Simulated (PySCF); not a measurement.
# Vertical excitation energies

Compound: C8H6.
SMILES: `C#C[C@@]12C=C[C@H]3[C@@H]1[C@H]32`

Method: TDDFT CAM-B3LYP/def2-SVPD, vertical, gas phase, core orbitals frozen in the response (PySCF 2.14.0, density-fitted response routines). Isolated species at its GFN2-xTB geometry, gas phase.

```csv
state,λ (nm),E (eV),f,symmetry,"main configurations (H = HOMO, L = LUMO)"
S1,219.2,5.66,0.043,A′,H→L (96%)
S2,196.3,6.32,0.0001,–,"H-1→L+4 (43%), H→L+4 (19%), H-1→L+5 (15%)"
S3,190.1,6.52,0.0000,–,"H-2→L (70%), H-3→L (24%)"
S4,187.7,6.60,0.059,A′,"H→L+2 (43%), H-1→L+2 (20%), H-2→L+4 (12%)"
S5,186.1,6.66,0.049,A″,"H→L+1 (76%), H→L+5 (8%)"
S6,182.8,6.78,0.0000,–,"H-2→L+2 (50%), H-3→L+2 (22%)"
S7,180.6,6.87,0.0033,A′,"H-1→L (36%), H→L+2 (26%), H-1→L+2 (17%)"
S8,173.0,7.17,0.016,A″,"H→L+3 (70%), H→L+7 (10%), H-1→L+1 (10%)"
```

Triplets, Tamm–Dancoff:

```csv
state,E (eV),λ (nm),"main configurations (H = HOMO, L = LUMO)"
T1,3.64,341.0,H→L (89%)
T2,5.28,234.9,"H-1→L+2 (42%), H→L+2 (14%), H-2→L+4 (9%)"
T3,5.79,214.3,"H-1→L+4 (36%), H-2→L+2 (14%), H-1→L+5 (13%)"
```

The lowest singlet comes at 219 nm (546 kJ/mol) in the ultraviolet; it is of moderate strength; its leading configuration is HOMO→LUMO (96%). The most intense listed level is S4 at 6.60 eV (188 nm, f = 0.059), 0.95 eV above S1. Löwdin shares by element: HOMO carbon 73% or more (atoms not listed hold the other 27%); LUMO carbon 71% or more (atoms not listed hold the other 29%). Of the 8 states listed, 4 reach f = 0.01 and 3 stay under 0.0005. The oscillator strengths of these states sum to 0.169; summed over the whole spectrum of an exact calculation they would give the number of electrons, 54 (Thomas–Reiche–Kuhn). Weighted by f, the mean energy of these states is 6.44 eV. No computed singlet lies in the visible range (380 to 750 nm); the lowest, at 219 nm, stands 2.39 eV above its violet end (3.26 eV). Symmetry labels in Cs follow from the direction of the transition dipole and are given only for states with f of 0.002 or more. The window holds the lowest 8 singlets.
